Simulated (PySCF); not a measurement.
H3NbO3, neutral, multiplicity 3. Atoms are numbered in the order given.

```xyz
7

Nb     0.0045     0.0848     0.0000
O     -0.0103     0.7152    -1.7820
H     -0.0533     1.1549    -2.6329
O      0.0982    -1.8532     0.0000
H     -0.6992    -2.4044     0.0000
O     -0.0103     0.7152     1.7820
H     -0.0533     1.1549     2.6329
```
Charge 0, spin multiplicity 3.

Geometry: B3LYP-D3(BJ)/def2-SVP. The spin state was assumed, not searched. The def2 effective core potentials stand for the cores of Nb; spin–orbit coupling is left out. Other conformers were not sampled.

Level of theory: B3LYP/def2-TZVPD run with PySCF.

Mulliken values depend strongly on the basis, most of all with diffuse functions as here. ESP charges are fitted to the potential on shells at 1.4 to 2.0 van der Waals radii. Atomic charges (e):

| atom | Mulliken | ESP fit | Mulliken spin |
|---|---|---|---|
| Nb1 | 1.56 | 0.86 | 2.10 |
| O2 | -0.77 | -0.73 | -0.06 |
| H3 | 0.26 | 0.44 | 0.01 |
| O4 | -0.80 | -0.61 | -0.04 |
| H5 | 0.26 | 0.32 | 0.03 |
| O6 | -0.77 | -0.73 | -0.06 |
| H7 | 0.26 | 0.44 | 0.01 |
